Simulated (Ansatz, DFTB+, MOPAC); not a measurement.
System: CH₄N, net charge 1, singlet state. SMILES: C=[NH2+]

Atoms: C1, N2, H3, H4, H5, H6. Bonds: C1-N2, C1-H3, C1-H4, N2-H5, N2-H6.

Bond lengths (Å) and angles (degrees) optimised at PM3 with MOPAC; PM6 with MOPAC; MNDO with MOPAC; SCC-DFTB with DFTB+; PBE/6-31G* with Ansatz (a program for electronic structure); B3LYP/6-31G* with Ansatz, each started from the B3LYP-D3(BJ)/def2-TZVP structure (Ansatz) of the last column. A row stands for all coordinates that are equal there. 6-31G* holds six Cartesian d functions. No wavenumbers were computed at MNDO, SCC-DFTB, PBE/6-31G*, so these may be saddle points.

```csv
coordinate,PM3,PM6,MNDO,SCC-DFTB,PBE/6-31G*,B3LYP/6-31G*,B3LYP-D3(BJ)/def2-TZVP
C1-N2,1.295,1.298,1.310,1.274,1.286,1.279,1.271
C1-H3,1.097,1.112,1.100,1.101,1.096,1.088,1.085
N2-H5,0.990,1.029,1.012,1.036,1.030,1.023,1.018
N2-C1-H3,122.5,123.0,121.1,119.7,119.6,119.7,119.7
C1-N2-H5,121.8,123.1,122.8,122.1,122.0,121.9,121.8
H3-C1-H4,114.9,113.9,117.7,120.7,120.8,120.6,120.5
H5-N2-H6,116.4,113.8,114.3,115.8,116.1,116.1,116.4
```

Mean signed difference of all 5 bond lengths from B3LYP-D3(BJ)/def2-TZVP: PM3 -0.002 Å, PM6 0.020 Å, MNDO 0.011 Å, SCC-DFTB 0.014 Å, PBE/6-31G* 0.012 Å, B3LYP/6-31G* 0.004 Å.
